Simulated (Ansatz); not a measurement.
Ansatz (a program for electronic structure) input:

Ansatz 0.2 input:
```yaml
crystal:
  periodic: [false, false, false]
  atoms:
    - {symbol: Sc, position_ang: [0.36400093, 0.17701322, 0.11925598]}
    - {symbol: F, position_ang: [-0.64800757, 0.96453626, -1.19564699]}
    - {symbol: F, position_ang: [-0.20132794, -1.37756711, 0.91738304]}
basis:
  gaussian:
    orbitals: def2-TZVPD
hamiltonian:
  xc: {name: B3LYP}
magnetization: {spin_polarized: true, initial_magnetization: 1}
output: {forces: true}
```

Problem. What final total energy does it print?

Solution. -960.63915 Eh (B3LYP/def2-TZVPD). The basis has 128 functions.

The spin state was set by rule; other spins were not relaxed.
